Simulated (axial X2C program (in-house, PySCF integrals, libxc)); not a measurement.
**Density and ELF of PdC**

Computed with an in-house all-electron X2C program for linear molecules (integrals from PySCF). Two-component (2c) means X2C with spin–orbit coupling and atomic mean-field two-electron Coulomb and Gaunt terms. Basis: Pd dyall-cv3z [12s12p8d5f3g], C dyall-v3z [7s6p2d1f] (cores contracted in-house); Gaussian nuclei, density fitting, unrestricted open shells. Masses: Pd 105.903 u, C 12.000 u.

PBE0, two-component, state Ω = 2 (⟨Sz⟩ = 1.00, ⟨Lz⟩ = 1.00 at PBE0); Pd at z = 0, C at z = 1.749 Å.

The maps cover the half plane through the axis: z from -2.4 to 3.6 Å along the bond, ρ from 0.15 to 2.25 Å away from it.

log10 of the density in e/bohr³:

```
 ρ\z  -2.4  -1.8  -1.2  -0.6   0.0   0.6   1.2   1.8   2.4   3.0   3.6
0.15  -3.7  -2.8  -1.6  -0.1   1.8  -0.1  -0.6   0.6  -0.9  -1.8  -2.8
0.45  -3.7  -2.8  -1.7  -0.4   0.3  -0.4  -0.8  -0.7  -1.1  -2.0  -2.9
0.75  -3.7  -2.9  -2.0  -1.0  -0.4  -0.9  -1.2  -1.1  -1.4  -2.2  -3.0
1.05  -3.8  -3.0  -2.2  -1.5  -1.1  -1.4  -1.6  -1.5  -1.8  -2.5  -3.2
1.35  -3.9  -3.2  -2.5  -1.9  -1.7  -1.8  -2.0  -2.0  -2.3  -2.8  -3.5
1.65  -4.1  -3.4  -2.8  -2.3  -2.2  -2.3  -2.4  -2.5  -2.7  -3.2  -3.8
1.95  -4.2  -3.7  -3.1  -2.7  -2.6  -2.7  -2.8  -2.9  -3.1  -3.5  -4.1
2.25  -4.5  -3.9  -3.4  -3.1  -3.0  -3.1  -3.2  -3.3  -3.6  -3.9  -4.4
```

Electron localisation function (collinear form, no current term, damped to 0 at low density):

```
 ρ\z  -2.4  -1.8  -1.2  -0.6   0.0   0.6   1.2   1.8   2.4   3.0   3.6
0.15  0.00  0.01  0.09  0.72  0.69  0.66  0.74  0.96  0.93  0.88  0.41
0.45  0.00  0.02  0.09  0.58  0.65  0.51  0.73  0.40  0.93  0.84  0.34
0.75  0.00  0.02  0.09  0.36  0.60  0.32  0.63  0.82  0.89  0.75  0.24
1.05  0.01  0.03  0.10  0.24  0.32  0.23  0.49  0.74  0.78  0.57  0.12
1.35  0.00  0.04  0.12  0.21  0.24  0.21  0.33  0.52  0.56  0.32  0.04
1.65  0.00  0.04  0.13  0.21  0.23  0.19  0.19  0.26  0.27  0.12  0.01
1.95  0.00  0.02  0.11  0.19  0.21  0.15  0.10  0.10  0.09  0.03  0.00
2.25  0.00  0.01  0.06  0.13  0.15  0.10  0.05  0.03  0.02  0.00  0.00
```

Axial spin density in 10⁻³ e/bohr³:

```
 ρ\z  -2.4  -1.8  -1.2  -0.6    0.0   0.6   1.2   1.8   2.4  3.0  3.6
0.15   0.1   0.0  -2.7   5.3  -35.1   0.1  29.4  69.0  45.7  5.4  0.6
0.45   0.1   0.1  -0.6   1.5  -14.3  -3.3  21.7  66.9  29.0  4.1  0.5
0.75   0.1   0.3   1.3   6.6    6.7   2.5  12.1  26.8  13.4  2.5  0.4
1.05   0.1   0.4   1.8   6.5    9.3   4.7   5.9   9.3   5.3  1.3  0.2
1.35   0.1   0.3   1.4   4.2    5.7   3.5   2.8   3.3   2.0  0.6  0.1
1.65   0.1   0.3   0.9   2.2    2.9   2.0   1.4   1.2   0.8  0.3  0.1
1.95   0.1   0.2   0.5   1.1    1.4   1.0   0.7   0.5   0.3  0.1  0.0
2.25   0.0   0.1   0.3   0.5    0.6   0.5   0.3   0.2   0.1  0.1  0.0
```

The state is one determinant whose occupation by symmetry is held fixed; it was picked as the lowest of a PBE0 search that is not exhaustive. Density functionals use the spin component along the axis (collinear). Other states lie close and PBE0, whose exact exchange favours high spin, may order them wrongly; the determinant shown need not be the ground state. The nearest other spin-free determinant of the search, M_S = 0, Λ = 0, lies 0.09 eV up at the distance of the search. Without a current term, density functionals place determinants with orbital angular momentum somewhat too high. With several unpaired electrons one determinant need not be a pure state. A state of lower Ω lies just above, and one determinant can place such states too high, so the state shown need not be the lowest. The search has Ω = 0 only 0.03 eV up. Open-shell Ω = 0 determinants with evenly filled partner blocks cannot be reached by this program, so the Ω shown need not be the lowest component.
